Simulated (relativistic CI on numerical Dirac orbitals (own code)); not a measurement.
## Ti4+ in a cubic cluster: 3p photoemission with charge transfer

Computed with a charge-transfer multiplet model of a cubic metal-ligand cluster with up to 2 ligand holes, Slater and spin-orbit integrals from Dirac-Coulomb-Breit ions, Slater integrals scaled by 0.9. The ground state mixes d0 with configurations of k ligand holes L, whose averages lie at kΔ + k(k − 1)U_dd/2; a core hole lowers each added d electron by U_cd. 300 K, Lorentzian 0.9 eV and Gaussian 0.8 eV FWHM.

Atomic integrals in eV (Slater integrals scaled, ζ unscaled), ground: F2dd 7.400, F4dd 4.602, zeta_d 0.013; with the core hole: F2dd 7.400, F4dd 4.602, zeta_d 0.021, zeta_core 0.486, F2cd 9.975, G1cd 12.350, G3cd 7.592. Where a configuration has fewer than two d electrons, the dd integrals are those of d2.

Cluster parameters (eV): U_dd = 5.6, U_cd = 6.5, 10Dq = 0.4, 10Dq(ligand) = 0.9, V(eg) = 3.75, V(t2g) = -1.9, final-state hopping factor = 0.8.

```csv
Case,n_d,d0,d1L,d2L2,S
Δ = -1.2 eV,1.04,0.20,0.55,0.25,0.00
Δ = 0.8 eV,0.92,0.27,0.54,0.19,0.00
Δ = 1.8 eV,0.86,0.30,0.53,0.17,0.00
```

Weights, n_d and S are thermal averages at 300 K. Binding energies count from the first peak over 30 % of the highest in each spectrum, which can be another peak from case to case. The parameters are a model scan and need not match a compound or its usual spin state. Peaks in eV (height, largest 100):
- Δ = -1.2 eV: 0.0 (100), 5.2 (12), 15.3 (8)
- Δ = 0.8 eV: 0.0 (100), 2.5 (12), 5.6 (11), 14.0 (9)
- Δ = 1.8 eV: 0.0 (100), 2.8 (10), 5.9 (10), 13.9 (10)

A d0 ion has no d-d gap: its lowest excitations are ligand-to-metal charge transfer. With the core hole the configuration with one ligand hole lies at Δ − U_cd = -7.7, -5.7, -4.7 eV from the one without, in the order of the table; where this is negative the screened configuration lies lower, though the effective hopping of about 6.6 eV (from the holes of the mixed ground state) mixes the two strongly wherever it is as large as the gap.

With at most 2 ligand holes the space is cut while the next configuration still counts, so covalency is underestimated, and a final configuration with one more ligand hole, which can lie low, is missing from the spectra.
